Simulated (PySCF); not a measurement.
**Adding and removing an electron: InH**

HSE06; In def2-TZVPPD with ECP28, H def2-TZVPPD; scalar-relativistic core potentials (PySCF 2.14). Neutral (UKS): singlet (closed shell), Re = 1.852 Å, ωe = 1455 cm⁻¹, De = 2.64 eV, HOMO -5.34 eV, LUMO -2.15 eV.

InH⁺ (UKS): doublet (σ ↑), Re = 1.860 Å, ωe = 1036 cm⁻¹, De = 0.31 eV to In⁺ + H. The energies at the minima are -190.71110 hartree for InH and -190.41873 for InH⁺.

(1) Work out the adiabatic ionisation energy, without and with harmonic zero-point energies (1 hartree = 27.2114 eV, 1 eV = 8065.5 cm⁻¹), and the change of the bond length.

Weak bonds: InH⁺. Basis-set superposition, not corrected here, can be much of De in a small basis, most of all at correlated wavefunction levels. These are scalar-relativistic numbers at best; spin–orbit coupling would shift them, the dissociation energy most. For an ion De counts to the pair picked by the measured ionisation energies or electron affinities, which need not be the lowest pair at this level. States were picked by a PBE0 search and need not be the measured ground states.

Answers

(1) At HSE06: 0.29237 hartree = 7.956 eV between the minima; the zero-point term (1036.0 − 1455.0)/2 cm⁻¹ = -0.026 eV makes it 7.930 eV. Re changes by +0.8 pm against the neutral. Minus the HOMO energy is 5.34 eV, -2.62 eV from the value between the minima; self-interaction puts the Kohn–Sham level too high, less so with exact exchange. The electron leaves a σ orbital, and the small change of length marks it as nearly non-bonding.
